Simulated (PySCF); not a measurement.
M(OH)₃ across the third period

Level: PBE0, basis family def2-TZVP, no relativity.

Each entry is the lowest minimum that a search over a few typed start shapes (and spin states, where more than one is plausible) found, or that minimum re-optimised at the stated level; isomers with ligand–ligand bonds, or fragments after loss of a ligand pair, can lie lower. Open shells are unrestricted; no spin–orbit coupling; PySCF with density fitting.

```csv
molecule,2S+1,point group,mean bond to the central atom (Å),polar-tensor charge of the central atom,highest ω (cm⁻¹),atomisation (kJ/mol),lowest ω (cm⁻¹)
Al(OH)₃,1,C3h,1.689,1.69,3966,2705,223
Si(OH)₃,2,C3,1.641,1.46,3915,2661,146
P(OH)₃,?,?,?,?,?,?,?
S(OH)₃,2,C1,1.702,1.44,3854,2078,148
```

(1) Fill in the row of P(OH)₃.

Answers

(1) 2S+1: 1; point group: C1; mean bond to the central atom (Å): 1.630; polar-tensor charge of the central atom: 1.47; highest ω (cm⁻¹): 3874; atomisation (kJ/mol): 2521; lowest ω (cm⁻¹): 143.

Left out of the table are members whose search was unfinished or whose lowest solution was spin-contaminated, unstable, very soft or bonded differently.
